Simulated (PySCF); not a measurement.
**Electron correlation in Br²⁺ (bromine, charge +2)**

[Ar] 3d10 4s2 4p3, high-spin 4S determinant. Calculation: PySCF 2.14, in jorge-DZP-DKH (8s6p2d1f, 43 functions); the spin-free X2C one-electron Hamiltonian (Gaussian nucleus). Frozen: [Ar] 3d10; 5 electrons correlated.

MP2 pair energies summed by pair of shells (mhartree):

| pair | energy | share (%) |
| --- | --- | --- |
| 4s-4p | -18.09 | 66.8 |
| 4s-4s | -4.73 | 17.5 |
| 4p-4p | -4.26 | 15.7 |

Total MP2 correlation energy: -27.09 mhartree.

Same-spin part -5.75 and opposite-spin part -21.34 mhartree; SCS-MP2 scales them by 1/3 and 6/5 to -27.52 mhartree.

| level | correlation energy (mhartree) |
| --- | --- |
| CCSD | -32.36 |
| (T) | -0.16 |
| CCSD(T) | -32.52 |

Diagnostics: T1 = 0.0014, D1 = 0.0031, largest double amplitude 0.021.

Cost of the coupled-cluster step: 0.29 s of wall time on 1 thread of Neoverse-V2 (shared host), for 5 correlated electrons.

Iterations:

```
CC2 = 0
CCSD nocc = (np.int64(4), np.int64(1)), nmo = (29, 29)
frozen orbitals [[0, 1, 2, 3, 4, 5, 6, 7, 8, 9, 10, 11, 12, 13], [0, 1, 2, 3, 4, 5, 6, 7, 8, 9, 10, 11, 12, 13]]
max_cycle = 100
direct = 0
conv_tol = 1e-08
conv_tol_normt = 1e-06
diis_space = 8
diis_start_cycle = 0
Init t2, MP2 energy = -0.0270871241278182
Init E_corr(UCCSD) = -0.0270871241330779
cycle = 1  E_corr(UCCSD) = -0.0313936995787401  dE = -0.00430657545  norm(t1,t2) = 0.0146115
cycle = 2  E_corr(UCCSD) = -0.0321672504423747  dE = -0.000773550864  norm(t1,t2) = 0.00311363
cycle = 3  E_corr(UCCSD) = -0.0323657220113187  dE = -0.000198471569  norm(t1,t2) = 0.000768347
cycle = 4  E_corr(UCCSD) = -0.0323622739013891  dE = 3.44810993e-06  norm(t1,t2) = 8.31819e-05
cycle = 5  E_corr(UCCSD) = -0.0323625237616419  dE = -2.49860253e-07  norm(t1,t2) = 1.06591e-05
cycle = 6  E_corr(UCCSD) = -0.0323624892606577  dE = 3.45009842e-08  norm(t1,t2) = 1.94058e-06
cycle = 7  E_corr(UCCSD) = -0.032362496592699  dE = -7.33204138e-09  norm(t1,t2) = 1.98426e-07
UCCSD converged
E(UCCSD) = -2603.16531874297  E_corr = -0.03236249659269905
UCCSD(T) correction = -0.000161255720888329
```
